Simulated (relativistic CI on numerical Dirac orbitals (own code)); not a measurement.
## Spin-orbit doublets in the photoemission of cerium

Problem. Photoelectron lines from p, d and f shells are doublets, and peak fits need their splitting and area ratio. Find both for the 3d line of cerium, from the calculated spin-orbit constant ζ(3d) = 7.323 eV of the closed-shell ion Ce⁴⁺ with one hole. Is the doublet resolved if instrument, lifetime and solid give each line a width of 1.0 eV (assumed)?

Working.
1. One hole with l = 2 gives j = 5/2 and j = 3/2. For a hole the level of higher j has the lower binding energy.
2. The splitting is (l + ½)ζ = 2.5 × 7.323 = 18.31 eV.
3. The areas follow 2j + 1: 6 : 4, so the weaker line has 0.667 of the stronger one's area, if the radial matrix elements are equal.
4. Splitting over width is 18.31: two separate peaks.

Check. The difference of tabulated binding energies of the element (M4 less M5; Elam, Ravel and Sieber, Radiat. Phys. Chem. 63, 121 (2002), rounded to 0.1 eV or more) is 18.6 eV. In oxides of the light lanthanides, screening by ligand-to-4f charge transfer splits each 3d component further (CeO2 shows three doublets), so one doublet does not describe the spectrum.

All doublets of Ce⁴⁺, calculated as differences of Dirac-Coulomb-Breit total energies with one hole (eV):

```tsv
Shell	Calculated	Without Breit and QED	Tabulated, element
2p	441.3	446.4	441.0
3p	88.47	89.48	87.0
3d	18.36	18.8	18.6
4p	19.23	19.45	16.7 †
4d	3.339	3.423	
5p	3.326	3.367	2.8 †
```

The Breit and QED terms lower the splittings by 1.1 to 2.5 %. † marks rows where calculation and table differ by more than 10 %: outer shells contract in the ion, shallow p and d holes are shifted by correlation that this model lacks, and small tabulated differences suffer from rounding or from errors of the compilation.
